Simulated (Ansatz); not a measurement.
Geometry optimisation, UKS B3LYP/def2-SVP (Ansatz).

Input:

```yaml
crystal:
  periodic: [false, false, false]
  atoms:
    - { symbol: C, position_ang: [-0.5997, -1.6876, -0.1272] }
    - { symbol: C, position_ang: [-0.0686, -0.5993, -0.0068] }
    - { symbol: Ge, position_ang: [0.8185, 1.0494, 0.1892] }
    - { symbol: H, position_ang: [-1.0862, -2.5507, -0.2595] }
    - { symbol: H, position_ang: [1.99069, 1.15263, -0.81731] }
    - { symbol: H, position_ang: [1.33259, 1.23038, 1.64312] }
magnetization:
  spin_polarized: true
  initial_magnetization: 1
basis:
  gaussian: { orbitals: def2-SVP }
hamiltonian:
  xc: b3lyp
relax:
  f_tol: 0.015
  max_steps: 40
output:
  orbitals: {}
```

Launched with:

```bash
$ ansatz run input.yaml --threads 2 --pin off --max-ram 3072MiB --backend cpu --events-out ev --progress --plain --runs-dir out
```

Question: Where does it end, and by what steps?

Answer: The run converged. After 6 steps the energy has fallen by 0.152 eV; C2 moved furthest, 0.10 Å.

```json
{"step": "0", "energy less start (eV)": "0.0000", "largest force component (eV/Å)": "3.267", "accepted": "yes"}
{"step": "1", "energy less start (eV)": "-0.1359", "largest force component (eV/Å)": "0.611", "accepted": "yes"}
{"step": "2", "energy less start (eV)": "-0.1447", "largest force component (eV/Å)": "0.158", "accepted": "yes"}
{"step": "3", "energy less start (eV)": "-0.1468", "largest force component (eV/Å)": "0.935", "accepted": "yes"}
{"step": "4", "energy less start (eV)": "-0.1522", "largest force component (eV/Å)": "0.034", "accepted": "yes"}
{"step": "5", "energy less start (eV)": "-0.1522", "largest force component (eV/Å)": "0.017", "accepted": "yes"}
{"step": "6", "energy less start (eV)": "-0.1523", "largest force component (eV/Å)": "0.006", "accepted": "yes"}
```

```xyz
6
Properties=species:S:1:pos:R:3
C -0.618 -1.675 -0.138
C 0.016 -0.641 0.009
Ge 0.837 1.058 0.192
H -1.158 -2.596 -0.263
H 1.992 1.195 -0.827
H 1.318 1.254 1.648
```

Whether the end is a true minimum wasn't checked by a vibrational analysis.

The run took 16 s on 2 threads of Arm Neoverse V1, with other jobs on the host, peak memory 0.19 GiB.
